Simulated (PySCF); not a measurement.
`[H]/N=C\C(=C)[SiH2][SiH2]Cl`, C3H8ClNSi2

Geometry (Å), atoms numbered from 1 in this order:
```xyz
15

C    -1.685   -0.999   -0.675
C    -0.960    0.038   -0.257
C    -1.325    0.743    0.980
N    -1.733    0.249    2.062
Si    0.604    0.636   -1.146
Si    2.469    0.001    0.079
Cl    2.094   -1.753    1.027
H    -2.577   -1.320   -0.156
H    -1.438   -1.545   -1.569
H    -1.199    1.823    0.962
H    -1.824   -0.767    2.055
H     0.502    2.097   -1.260
H     0.557    0.083   -2.506
H     2.852    0.951    1.125
H     3.659   -0.228   -0.743
```

Computed with GIAO PBE0/pcSseg-1 magnetisability, rotational g tensor and spin-rotation constants, non-relativistic, gas phase (PySCF 2.14.0). Geometry: GFN2-xTB.

Question: How diamagnetic is it, and how anisotropic?

Answer: Isotropic -1346 × 10⁻³⁰ J/T², or -81.1 × 10⁻⁶ cm³/mol; principal values -1488, -1290, -1261 × 10⁻³⁰ J/T², anisotropy 215 × 10⁻³⁰ J/T² (root of half the summed squared differences of the principal values). The susceptibility is in cgs units.

Question: Split it along the inertial axes a, b, c into diamagnetic and paramagnetic parts about the centre of mass, with the quadrupole moment.

Answer: 
```csv
axis,χ (10⁻⁶ cm³/mol),diamagnetic (10⁻⁶ cm³/mol),paramagnetic (10⁻⁶ cm³/mol),summed x² of all electrons (Å²),quadrupole Θ (D Å)
a,-87.8,-785.5,697.7,253.9,-3.49
b,-79.2,-1353.2,1274.0,120.1,+0.06
c,-76.3,-1586.4,1510.1,65.1,+3.42
```
Anisotropies 2χaa − χbb − χcc = -20.1 and 2χbb − χaa − χcc = +5.7 × 10⁻⁶ cm³/mol. Θ is traceless in Buckingham's convention.

Question: And the rotational g tensor?

Answer: 
```tsv
axis	rotational constant (GHz)	g	nuclear part	electronic part
a	1.8128	-0.0254	0.5688	-0.5942
b	0.9469	-0.0180	0.5487	-0.5667
c	0.7859	-0.0168	0.5408	-0.5576
```
Asymmetric top; isotopes 12C, 35Cl, 1H, 14N, 28Si; no vibrational averaging.
